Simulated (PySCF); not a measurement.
GeI3, SMILES [Ge]([I])([I])[I] (connectivity only; charge and spin as stated), charge +1, multiplicity 1.

Geometry: r2SCAN-D4/def2-SVP. The multiplicity is an assumed one; other spin states were not compared. The isomer is the one that the SMILES or the coordinates give; other isomers of the formula were not compared. The def2 effective core potentials stand for the cores of I; spin–orbit coupling is left out.

All values below come from r2SCAN-D4/def2-SVP (PySCF).

Frequencies are harmonic and unscaled.

Modes within 1.5 cm⁻¹ of each other (mostly degenerate sets) share a row, with their intensities summed.

Computed vibrational spectrum:
```tsv
mode	ν (cm⁻¹)	IR (km/mol)	moving atoms (share of kinetic energy)
1–2	69	1.1	I 90 %, Ge 10 %
3	92	0.2	Ge 84 %, I 16 %
4	176	0.0	I 100 %
5–6	323	96.9	Ge 74 %, I 26 %
```
